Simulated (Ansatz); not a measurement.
The cluster Al2Sb⁺: single points at one geometry.

```yaml
crystal:
  periodic: [false, false, false]
  atoms:
    - {symbol: Al, position_ang: [-0.207312, -0.710830, 1.231873]}
    - {symbol: Al, position_ang: [1.201599, 0.786150, -0.062645]}
    - {symbol: Sb, position_ang: [-0.994277, -0.075320, -1.169228]}
basis:
  gaussian: {orbitals: def2-TZVP, initial_orbitals: start.molden}
total_charge: 1
hamiltonian: {xc: {name: B3LYP}, dispersion: d4}
scf: {omitted_lower_state_checks: [starts]}
output: {orbitals: {seedname: orbitals}}
```

The file start.molden holds the orbitals of an earlier run on this structure, at another level or in another basis.

```sh
$ ansatz run in.yaml --threads 2 --pin off --events-out ev --progress --plain --max-ram 4352MiB
```

Shortened log:

```
Functional definition: B3LYP
954 factors; their error is unknown
mean field evaluation 1: about -19726.9120 eV, gradient 7.2e0 eV
mean field evaluation 2: about -19726.9558 eV, gradient 6.3e-2 eV
mean field evaluation 4: about -19727.1155 eV, gradient 6.8e-4 eV
mean field evaluation 8: about -19727.1155 eV, gradient 2.5e-5 eV
mean field -19727.11549762 eV, -724.9581230184 hartree, gradient 2.5e-5 eV, S^2 0.000000; 0 other end points of the search recorded, 0 dependent functions left out
reference -19727.11569413 eV, -724.9581302399 hartree; 24, 24 occupied and 100, 100 virtual orbitals, 954 factors
Total energy: -19727.32361997 eV, -724.9657713738 hartree
Checks for a lower state left out: starts
```

Hardware: 2 threads of Arm Neoverse V2 on a shared host. Wall time 1.9 s.

The first input with `gaussian: {orbitals: def2-TZVPP, initial_orbitals: start.molden}`, `correlation: {method: ccsd_t}` and without the key `hamiltonian` (abridged; 9.5 s):

```
Functional definition: HF
mean field evaluation 16: about -19661.7493 eV, gradient 2.1e1 eV
mean field evaluation 32: about -19666.8714 eV, gradient 1.9e0 eV
mean field evaluation 64: about -19664.5533 eV, gradient 8.1e-4 eV
mean field -19669.07979834 eV, -722.8253504079 hartree, gradient 2.1e-6 eV, S^2 0.000000; 2 other end points of the search recorded, 0 dependent functions left out; unrestricted orbitals would lower it
determinant -19669.07979834 eV, -722.8253504079 hartree, with singles and doubles -19681.54229384 eV, -723.2833386701 hartree
determinant -19667.16386687 eV, -722.7549412251 hartree, with singles and doubles -19679.25936363 eV, -723.1994425323 hartree
determinant -19666.89913463 eV, -722.7452124945 hartree, with singles and doubles -19679.84659375 eV, -723.2210228411 hartree
14 core orbitals not correlated: weight in the atoms' cores, before any rotation towards them, 1.000 or more for the frozen orbitals, at most 0.000 for the correlated occupied ones
second order -12.46865326 eV of doubles, -0.00000000 eV of singles
cycle   1  -12.35318017 eV  change   -1.9e-1 eV  update   2.8e-2
cycle   2  -12.37887458 eV  change   -2.6e-2 eV  update   8.2e-3
cycle   3  -12.37797233 eV  change    9.0e-4 eV  update   5.0e-3
cycle   4  -12.37852176 eV  change   -5.5e-4 eV  update   2.9e-3
cycle   5  -12.38074573 eV  change   -2.2e-3 eV  update   1.9e-3
cycle   6  -12.38075621 eV  change   -1.0e-5 eV  update   7.9e-4
cycle   7  -12.38122800 eV  change   -4.7e-4 eV  update   3.9e-4
cycle   8  -12.38137667 eV  change   -1.5e-4 eV  update   1.9e-4
cycle   9  -12.38133087 eV  change    4.6e-5 eV  update   1.0e-4
cycle  10  -12.38129909 eV  change    3.2e-5 eV  update   3.3e-5
cycle  11  -12.38129141 eV  change    7.7e-6 eV  update   1.4e-5
perturbative correction -0.74321974 eV, -0.0273128216 hartree
Total energy: -19682.20430949 eV, -723.3076672965 hartree
Checks for a lower state left out: starts
```

As the first input, with `hamiltonian: {xc: pbe, dispersion: d4}` (abridged; 1.3 s):

```
Functional definition: PBE
mean field -19716.73531347 eV, -724.5766582869 hartree, gradient 1.1e-5 eV, S^2 0.000000
Total energy: -19716.85859601 eV, -724.5811888365 hartree
Checks for a lower state left out: starts
```

The first input with `hamiltonian: {xc: lda}` (abridged; 0.7 s):

```
Functional definition: SPW92
mean field -19657.35656646 eV, -722.3945295826 hartree, gradient 2.5e-5 eV, S^2 0.000000
Total energy: -19657.35659724 eV, -722.3945307137 hartree
Checks for a lower state left out: starts
```

As the first input, with `hamiltonian: {xc: {name: PBE-QIDH}}` and without the key `output` (abridged; 3.3 s):

```
Functional definition: PBE-QIDH
mean field -19702.55533076 eV, -724.0555535336 hartree, gradient 6.3e-6 eV, S^2 0.000000; unrestricted orbitals would lower it
14 core orbitals not correlated: weight in the atoms' cores, before any rotation towards them, 1.000 or more for the frozen orbitals, at most 0.000 for the correlated occupied ones
second order -14.19194851 eV of doubles, -0.00000000 eV of singles
Total energy: -19707.28599018 eV, -724.2294020610 hartree
Checks for a lower state left out: starts
```

First input, but with `hamiltonian: {xc: pbe}`, `correlation: {method: rpa}` and without the key `output` (abridged; 5 s):

```
Functional definition: PBE
mean field -19716.73530979 eV, -724.5766581516 hartree, gradient 1.7e-6 eV, S^2 0.000000; unrestricted orbitals would lower it
mean field evaluation 16: about -19669.4287 eV, gradient 1.5e0 eV
14 core orbitals not correlated: weight in the atoms' cores, before any rotation towards them, 1.000 or more for the frozen orbitals, at most 0.000 for the correlated occupied ones
Total energy: -19686.42918708 eV, -723.4629286841 hartree
Checks for a lower state left out: starts
```

As the first input, with `hamiltonian: {xc: pbe0, dispersion: d4}` and without the key `scf` (abridged; 2.3 s):

```
Functional definition: PBE0
mean field evaluation 16: about -19717.8676 eV, gradient 1.7e-1 eV
mean field -19717.86778370 eV, -724.6182758003 hartree, gradient 8.7e-6 eV, S^2 0.000000; 1 other end points of the search recorded, 0 dependent functions left out
Total energy: -19717.97205499 eV, -724.6221076993 hartree
```

Geometry: r2SCAN-D4/def2-TZVP.

In the def2 sets Sb takes a core potential; there is no spin–orbit coupling. B3LYP takes the VWN-RPA correlation. Correlated methods freeze 14 core orbitals; core or outer-core shells of Sb are correlated, in sets that lack core-valence functions. The restricted singlet is unstable towards broken spin symmetry at other levels; at B3LYP-D4/def2-TZVP, LDA (SPW92)/def2-TZVP this wasn't settled. At CCSD(T)/def2-TZVPP T1 of the charge 1 singlet is large (up to 0.026), so the single-reference result is doubtful. At CCSD(T)/def2-TZVPP, PBE-D4/def2-TZVP, PBE-QIDH/def2-TZVP, RPA@PBE/def2-TZVP and others the restricted singlet (for correlated methods, its reference) is unstable: a solution with broken spin symmetry lies lower. The order of the spin states hangs on the level: the triplet lies 0.28 eV below the singlet at PBE0-D4/def2-TZVP, but 0.09 eV above it at LDA (SPW92)/def2-TZVP. The structure comes from a short search, and lower isomers may exist.
